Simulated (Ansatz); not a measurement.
Geometry optimisation, RKS B3LYP-D4/def2-SVP (Ansatz).

input.yaml

```yaml
crystal:
  periodic: [false, false, false]
  atoms:
    - { symbol: Ge, position_ang: [-0.787832, -0.180173, -0.601934] }
    - { symbol: O, position_ang: [-0.307489, -0.46678, 1.149728] }
    - { symbol: H, position_ang: [0.126893, -1.118155, -1.393439] }
    - { symbol: H, position_ang: [-2.274188, -0.577608, -0.759765] }
    - { symbol: H, position_ang: [-0.592237, 1.303098, -0.967232] }
    - { symbol: H, position_ang: [1.856838, 0.137301, 0.902698] }
    - { symbol: Br, position_ang: [2.754253, 0.775161, -0.081108] }
    - { symbol: H, position_ang: [-0.776338, 0.127056, 1.751152] }
basis:
  gaussian: { orbitals: def2-SVP }
hamiltonian:
  xc: b3lyp
  dispersion: d4
relax:
  f_tol: 0.03
  max_steps: 50
```

Run as:

```bash
$ ansatz run input.yaml --threads 2 --pin off --max-ram 3072MiB --backend cpu --events-out ev --progress --plain --runs-dir out
```

Q: Where does it end, and by what steps?

A: It converged. The force dipped under the threshold on the way, but the program's further checks kept it going. After 9 steps the energy has fallen by 0.151 eV; Br7 moved furthest, 0.67 Å.

| step | energy less start (eV) | largest force component (eV/Å) | accepted |
| --- | --- | --- | --- |
| 0 | 0.0000 | 0.652 | yes |
| 1 | -0.0583 | 0.332 | yes |
| 2 | -0.1136 | 0.389 | yes |
| 3 | -0.1374 | 0.220 | yes |
| 4 | -0.1042 | 0.804 | no |
| 5 | -0.1466 | 0.076 | yes |
| 6 | -0.1500 | 0.030 | yes |
| 7 | -0.1508 | 0.026 | yes |
| 8 | -0.1510 | 0.034 | yes |
| 9 | -0.1512 | 0.008 | yes |

```xyz
8
Properties=species:S:1:pos:R:3
Ge -0.878 -0.185 -0.683
O -0.043 -0.301 0.927
H -0.041 -1.097 -1.585
H -2.320 -0.701 -0.508
H -0.873 1.281 -1.157
H 1.651 0.156 0.835
Br 2.991 0.659 0.537
H -0.486 0.188 1.634
```

The run took 33 s on 2 threads of AMD EPYC 7R13 Processor (Zen 3), on a shared host, peak memory 0.27 GiB.
